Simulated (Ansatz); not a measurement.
Compare A (`[SiH3]B1CO1`) with its isomer B (`B[SiH]1CO1`).

Gas-phase electronic energies from Ansatz, PBE0-D4/def2-TZVP geometries. CBS: MP2 limit from def2 TZ/QZ plus the TZ coupled-cluster correction, frozen cores. Functionals use def2-TZVPP. B3LYP here is the variant with VWN-RPA as its local correlation; programs differ in this.

A:

```xyz
9

Si    1.422   -0.418   -0.710
B    -0.196    0.187    0.293
C    -1.670    0.352    0.625
O    -0.507    0.895    1.379
H     1.423   -1.904   -0.767
H     1.347    0.105   -2.101
H     2.683    0.049   -0.080
H    -2.222   -0.396    1.186
H    -2.279    1.130    0.175
```

B:

Z-matrix (Å, degrees):
```
Si
C 1 1.837
O 1 1.685 2 47.9
B 1 1.974 2 116.7 3 -106.0
H 1 1.482 2 117.2 3 97.8
H 2 1.088 1 122.1 3 101.6
H 2 1.089 1 119.1 3 -103.0
H 4 1.194 1 119.5 2 46.5
H 4 1.195 1 121.5 2 -128.8
```

Problem. Which is lower in electronic energy at CCSD(T)/CBS, and by how much? (Estimate.)

Solution. Computed: A, by 94.1 kJ/mol.

Problem. Give E(B) − E(A) in kJ/mol with BLYP-D4, PBE-D4, MP2/def2-TZVPP, HF/def2-TZVPP, B2PLYP, B3LYP, ωB97M-V. (Estimate.)

Solution. Ansatz gave: BLYP-D4 91.4, PBE-D4 93.8, MP2/def2-TZVPP 97.7, HF/def2-TZVPP 97.8, B2PLYP 96.5, B3LYP 96.0, ωB97M-V 98.2. None reverses the order clearly.

Problem. Does the order hold for the free energy at 298.15 K (harmonic terms from PBE0-D4)? (Estimate.)

Solution. Ansatz gave: Yes: G(B) − G(A) = +97.5 kJ/mol.

Largest T1 diagnostic: 0.018.

At CCSD(T), def2-SVP lies +40.7 kJ/mol from the extrapolated value and def2-TZVPP +3.7 kJ/mol. From r2SCAN to r2SCAN0 (25 % exact exchange), in def2-TZVPP and without D4, E(B) − E(A) moves by +3.1 kJ/mol.
